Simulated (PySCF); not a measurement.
HO₃W, SMILES [O]=[W+](=[O])[OH], charge +1, multiplicity 1.

The structure is a stationary point at PBE0-D3(BJ)/def2-SVP. The multiplicity is an assumed one; other spin states were not compared. The isomer is the one that the SMILES or the coordinates give; other isomers of the formula were not compared. The def2 effective core potentials stand for the cores of W; spin–orbit coupling is left out. Other conformers were not sampled.

Method: TDDFT-M06-2X/def2-SVPD (PySCF 2.14.0).

Vertical excitations. Isolated molecule, no solvent. State labels are in the subgroup Cs.

Computed lowest excited states:
| state | symmetry | energy (eV) | λ (nm) | f | main pairs |
|---|---|---|---|---|---|
| S1 | A" | 3.31 | 375 | 0.001 | HOMO→LUMO 95 % |
| S2 | A" | 4.30 | 288 | 0.006 | HOMO−1→LUMO 92 % |
| S3 | A' | 4.39 | 282 | 0.005 | HOMO−2→LUMO 81 % |
| S4 | A' | 4.77 | 260 | 0.001 | HOMO→LUMO+2 69 %, HOMO−3→LUMO 19 % |
| S5 | A' | 5.04 | 246 | 0.011 | HOMO−3→LUMO 72 %, HOMO→LUMO+2 14 % |
| S6 | A" | 5.20 | 238 | 0.003 | HOMO→LUMO+1 79 % |
| S7 | A" | 5.51 | 225 | 0.000 | HOMO−1→LUMO+1 56 %, HOMO−2→LUMO+2 20 %, HOMO−4→LUMO 10 % |
| S8 | A" | 5.79 | 214 | 0.013 | HOMO−4→LUMO 53 %, HOMO−1→LUMO+1 25 %, HOMO−2→LUMO+2 9 % |
| S9 | A' | 5.91 | 210 | 0.014 | HOMO−2→LUMO+1 51 %, HOMO−1→LUMO+2 30 %, HOMO−3→LUMO+1 8 % |
| S10 | A' | 6.33 | 196 | 0.008 | HOMO−5→LUMO 44 %, HOMO−3→LUMO+1 38 %, HOMO−1→LUMO+2 7 % |
| T1 | A" | 3.15 | 393 | 0 | HOMO→LUMO 92 % |
| T2 | A" | 3.89 | 319 | 0 | HOMO−1→LUMO 84 % |
| T3 | A' | 4.04 | 307 | 0 | HOMO−2→LUMO 61 %, HOMO−3→LUMO 20 % |
| T4 | A' | 4.16 | 298 | 0 | HOMO−3→LUMO 62 %, HOMO−2→LUMO 24 % |
Triplets are in the Tamm–Dancoff approximation, which puts them higher than full response would, so one can lie above its singlet here.
